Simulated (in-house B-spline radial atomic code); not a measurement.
Successive ionisation energies of rhodium; each step leads to the configuration of the next row (after the last: [Ar] 3d10 4s2 4p3). NIST's values go from ground level to ground level; the uncertainty of those that are theory runs from under 0.1 % in few-electron ions to several per cent in heavy many-electron ones. Computed with a B-spline radial code for spherical atoms: non-relativistic Hartree-Fock, average of the configuration, point nuclei.

This level leaves out relativity, spin-orbit splitting included, which matters for heavy ions.

| ion | configuration | ionisation energy (eV) | tabulated value (eV) | computed minus tabulated (eV) | highest orbital | largest mean radius (bohr) |
| --- | --- | --- | --- | --- | --- | --- |
| Rh | [Kr] 4d8 5s1 | 5.71 | 7.4589 | -1.75 | 5s | 3.7952 |
| Rh+ | [Kr] 4d8 | 17.75 | 18.08 | -0.33 | 4d | 1.5075 |
| Rh2+ | [Kr] 4d7 | ? | ? | ? | ? | ? |
| Rh3+ | [Kr] 4d6 | 45.93 | 42 | 3.93 | 4d | 1.352 |
| Rh4+ | [Kr] 4d5 | ? | ? | ? | ? | ? |
| Rh5+ | [Kr] 4d4 | 78.72 | 80 | -1.28 | 4d | 1.2487 |
| Rh6+ | [Kr] 4d3 | 96.56 | 97 | -0.44 | 4d | 1.2071 |
| Rh7+ | [Kr] 4d2 | 115.26 | 115.1 | 0.16 | 4d | 1.1701 |
| Rh8+ | [Kr] 4d1 | 134.80 | 135 | -0.20 | 4d | 1.1367 |
| Rh9+ | [Ar] 3d10 4s2 4p6 | 206.66 | 207.51 | -0.85 | 4p | 0.99439 |
| Rh10+ | [Ar] 3d10 4s2 4p5 | ? | ? | ? | ? | ? |
| Rh11+ | [Ar] 3d10 4s2 4p4 | 252.35 | 252.1 | 0.25 | 4p | 0.96242 |

(1) Fill in the row of Rh2+.

(2) Fill in the row of Rh4+.

(3) Fill in the row of Rh10+.

(4) Where is the largest jump?

(5) How far is this level of theory from the measured and semi-empirical values?

Results:

(1) ionisation energy (eV): 31.18; tabulated value (eV): 31.06; computed minus tabulated (eV): 0.12; highest orbital: 4d; largest mean radius (bohr): 1.4199.

(2) ionisation energy (eV): 61.82; tabulated value (eV): 63; computed minus tabulated (eV): -1.18; highest orbital: 4d; largest mean radius (bohr): 1.2962.

(3) ionisation energy (eV): 229.23; tabulated value (eV): 228; computed minus tabulated (eV): 1.23; highest orbital: 4p; largest mean radius (bohr): 0.97774.

(4) From Rh to Rh+, by a factor of 3.11 (5.7123 to 17.752 eV); the highest orbital goes from 5s to 4d.

(5) Over those 4 rows the differences run from -1.75 to +0.119 eV (mean absolute value 0.76 eV). The calculation leaves out relativity, correlation and, in open shells, the multiplet splittings that an average leaves out.
